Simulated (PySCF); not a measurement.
C₆H₁₄NP.
Bonds: N1–P2, P2–C3, C3–C4, C4–C5, C5–C6, C6–C7, C7–C8, P2–C8. Hydrogens: H9, H10 on N1; H11, H12 on C3; H13, H14 on C4; H15, H16 on C5; H17, H18 on C6; H19, H20 on C7; H21, H22 on C8.

NICS is the negative of the GIAO shielding at a point without a nucleus: at the ring centre (0) and 1 Å above and below it (1); zz is the component along the ring normal. Level: GIAO PBE0/pcSseg-1 (PySCF, non-relativistic, gas phase) on the GFN2-xTB geometry, one conformer.

Ring bond lengths (Å), with Mayer bond orders in brackets: P2–C3 1.863 (0.95), C3–C4 1.522 (1.03), C4–C5 1.529 (1.04), C5–C6 1.533 (0.99), C6–C7 1.528 (1.06), C7–C8 1.526 (1.01), C8–P2 1.862 (0.94).

Question: What do the NICS probes read (ppm)?

Answer: 
| ring | type | NICS(0) | NICS(1), two faces | NICS(1)zz, two faces | rms pucker (Å) | centre to ring atoms, mean (Å) |
| --- | --- | --- | --- | --- | --- | --- |
| P2–C3–C4–C5–C6–C7–C8 | 7-membered ring with P; formal bonds all single | -3.7 | -2.1 / -4.8 | 4.5 / 1.7 | 0.40 | 1.72 |

Question: What do they say, and how far can they be read as aromaticity?

Answer: 
- P2–C3–C4–C5–C6–C7–C8: mean NICS(1)zz 3.1 ppm, deshielded. C3, C4, C5, C6, C7, C8 have four or more neighbours, so the value isn't read as a sign of a π ring current.

Question: What is the mean of the two in-plane components of NICS at the second NICS(1) probe listed for ring P2–C3–C4–C5–C6–C7–C8, 1 Å off the ring?

Answer: The isotropic value is a third of the trace: (3 × -4.8 − (1.7))/2 = -8.0 ppm.

Question: Give the inner angles of the rings and the Hirshfeld charges of the ring atoms.

Answer: 
- P2–C3–C4–C5–C6–C7–C8: P2 97.9° (+0.167 e), C3 115.2° (-0.119 e), C4 114.1° (-0.070 e), C5 112.9° (-0.069 e), C6 114.6° (-0.072 e), C7 113.3° (-0.072 e), C8 113.3° (-0.120 e); sum 781.2° against 900° for a flat convex ring.

Question: What are the shieldings of the ring atoms and their hydrogens in the same run (means over atoms taken as equivalent)?

Answer: 
| atoms | environment | σ isotropic (ppm) | principal values of the symmetric part, first atom (ppm) |
| --- | --- | --- | --- |
| P2 | three-coordinate phosphorus | 282.6 | 180.9, 302.6, 364.3 |
| C3 (×2) | sp3 carbon bound to phosphorus | 143.4 | 117.8, 144.6, 158.5 |
| C4 (×2) | ring CH2 carbon | 157.0 | 144.8, 153.4, 166.9 |
| C5 (×2) | ring CH2 carbon | 156.0 | 147.7, 158.5, 165.9 |
| H11 (×4) | methylene hydrogen | 29.94 | 24.9, 29.3, 34.8 |
| H13 (×4) | methylene hydrogen | 29.89 | 26.2, 28.5, 35.9 |
| H15 (×4) | methylene hydrogen | 30.14 | 27.9, 29.0, 34.7 |

Rough CPU time on one thread of a shared machine: about 1.9 min. This is the whole shielding run at PBE0/pcSseg-1, SCF included.
